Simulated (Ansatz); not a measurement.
Consider the hydrogenolysis of a C–C bond: `CCC(C)(C)C(C)(C)C` + H₂ → `CC(C)(C)C(C)(C)C` + CH₄.

Program: Ansatz. Geometries: PBE0-D4/def2-TZVP. ΔE: electronic, gas phase. CBS: MP2 limit from def2 TZ/QZ plus the TZ coupled-cluster correction, frozen cores. This one scheme is used for every species. DFT in def2-TZVPP. HSE06 is defined as in plane-wave codes. Each species was taken in one conformer, which may not be the lowest.

| level | ΔE (kJ/mol) | difference from CCSD(T)/CBS |
| --- | --- | --- |
| BLYP-D4 | -77.8 | -2.8 |
| PBE0-D4 | -77.8 | -2.8 |
| r2SCANh-D4 | -79.1 | -4.1 |
| HSE06-D4 | -78.3 | -3.3 |
| ωB97M-V | -76.7 | -1.7 |
| B2PLYP | -85.8 | -10.8 |
| revPBE | -90.6 | -15.6 |
| r2SCANh | -82.1 | -7.1 |
| r2SCAN0 | -83.0 | -8.0 |
| BHLYP | -93.7 | -18.7 |
| MP2/def2-SVP | -73.0 | 2.0 |
| CCSD(T)/def2-SVP | -75.9 | -0.9 |
| MP2/def2-TZVPP | -72.0 | 3.0 |
| SCS-MP2/def2-TZVPP | -77.0 | -2.0 |
| CCSD(T)/def2-TZVPP | -75.5 | -0.5 |
| SCS-MP2/def2-QZVPP | -76.8 | -1.8 |
| CCSD(T)/CBS | -75.0 | 0 |

Largest T1 diagnostic among the species: 0.009.

The D4 term adds +12.6 kJ/mol with B3LYP and +7.4 kJ/mol with PBE0; it sums over pairs of atoms, weighted by their polarisabilities, and B3LYP, whose exchange is more repulsive, gets the larger term. In def2-TZVPP, CCSD(T) changes the Hartree–Fock value by +27.5 kJ/mol (the triples alone add +4.9 kJ/mol) and MP2 by +31.0 kJ/mol. Leaving LDA and LC-ωPBE aside and taking each functional with its dispersion term where it has one, the values, not all of them listed here, spread over 16.3 kJ/mol, from B2PLYP to revPBE-D4. LDA lies +14.8 kJ/mol from PBE without D4.

B3LYP here is the variant with VWN-RPA as its local correlation; programs differ in this.

CCSD(T)/CBS has its own doubt, a few kJ/mol and more with outer-core shells, so smaller differences from it don't rank the levels.
